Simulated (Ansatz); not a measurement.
```yaml
crystal:
  periodic: [false, false, false]
  atoms:
    - {symbol: Ge, position_ang: [-0.222332, 0.273904, -1.275711]}
    - {symbol: C, position_ang: [-0.386170, 0.118198, 0.649146]}
    - {symbol: C, position_ang: [0.538793, -0.452450, 1.410791]}
    - {symbol: H, position_ang: [-1.281524, 0.517483, 1.120899]}
    - {symbol: H, position_ang: [1.450417, -0.870937, 0.993744]}
    - {symbol: H, position_ang: [0.428460, -0.526603, 2.489302]}
    - {symbol: H, position_ang: [1.110744, -0.361687, -1.703823]}
    - {symbol: H, position_ang: [-0.252056, 1.751027, -1.707464]}
    - {symbol: H, position_ang: [-1.386322, -0.448946, -1.976894]}
basis:
  gaussian: {orbitals: STO-3G, point_charges: [{charge: -1.00, position_ang: [4.280, -0.383, -0.238]}]}
magnetization: {spin_polarized: true, initial_magnetization: 2}
hamiltonian: {xc: {name: rPW86-PBE}, dispersion: d3bj}
scf: {omitted_lower_state_checks: [starts]}
```

```sh
$ ansatz run in.yaml --threads 4 --pin off --events-out ev --progress --plain --max-ram 3916MiB
```

Output, abridged:

```
Functional definition: rPW86-PBE
400 factors; integrals over basis functions are off by at most 3.5e-5 eV
mean field evaluation 1: about -57843.1883 eV, gradient 2.2e2 eV
mean field evaluation 2: about -57653.7971 eV, gradient 9.3e1 eV
mean field evaluation 4: about -57085.0873 eV, gradient 2.4e2 eV
mean field evaluation 8: about -58028.3544 eV, gradient 1.1e1 eV
mean field evaluation 16: about -58032.5630 eV, gradient 1.5e-2 eV
mean field -58032.56296055 eV, -2132.6573529161 hartree, gradient 1.2e-5 eV, S^2 2.005060; 0 other end points of the search recorded, 0 dependent functions left out
reference -58032.56303255 eV, -2132.6573555623 hartree; 26, 24 occupied and 8, 10 virtual orbitals, 400 factors
Total energy: -58032.72009839 eV, -2132.6631276252 hartree
Checks for a lower state left out: starts
```

Hardware: 4 threads of Intel Xeon on a shared host. Wall time 2.4 s.
